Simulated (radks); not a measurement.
Cd II, 47 electrons, occupied as [Kr] 4d10 5s1. Method: scalar-relativistic Kohn-Sham, LDA (Slater exchange, VWN5 correlation), spin-polarised, spherical densities, finite nucleus; open shells are filled with parallel spins first (spin-orbit coupling, left out, can overturn this in heavy ions); Fermi nuclear charge, rms radius 4.6087 fm; hard spherical wall at 8 bohr; computed with a radial shooting solver on a logarithmic mesh with Libxc functionals.

Normalised radial functions P(r) = r R(r), r in bohr:

```
   r/bohr * 4d down (the largest magnitude, 0.948, reaches the edge; | marks zero)
 0.001044                             *
 0.001382                             *
 0.001843                             *
 0.002438                             *
 0.003252                             *
 0.004302                             *
 0.005738                             *
 0.007593                             *
  0.01013                             *
   0.0134                             *
  0.01787                             *
  0.02365                             *
  0.03154                             |*
  0.04173                             |*
  0.05566                             | *
  0.07364                             |   *
  0.09822                             |      *
     0.13                             |         *
   0.1733                             |            *
   0.2293                             |             *
   0.3059                             |         *
   0.4047                             |*
   0.5398                 *           |
   0.7142       *                     |
   0.9526  *                          |
     1.26    *                        |
    1.681           *                 |
    2.224                   *         |
    2.967                        *    |
    3.925                           * |
    5.235                             *
    6.927                             *
```

4d down: eigenvalue -20.595 eV, 1 radial node at r = 0.415 bohr, <r> = 1.27 bohr, 90 % of the charge inside 2.02 bohr.
